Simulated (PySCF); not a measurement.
PbBr, SMILES [Br][Pb+] (connectivity only; charge and spin as stated), charge +1, multiplicity 1.

Geometry: B3LYP-D3(BJ)/def2-TZVP. The multiplicity is an assumed one; other spin states were not compared. The def2 effective core potentials stand for the cores of Pb; spin–orbit coupling is left out.

Computed with B3LYP-D3(BJ)/def2-TZVP run with PySCF.

Frequencies are harmonic and unscaled.

```tsv
mode	ν (cm⁻¹)	IR (km/mol)	Raman (Å⁴/amu)	depolarisation	moving atoms (share of kinetic energy)
1	253	22.2	11.6	0.27	Br 72 %, Pb 28 %
```
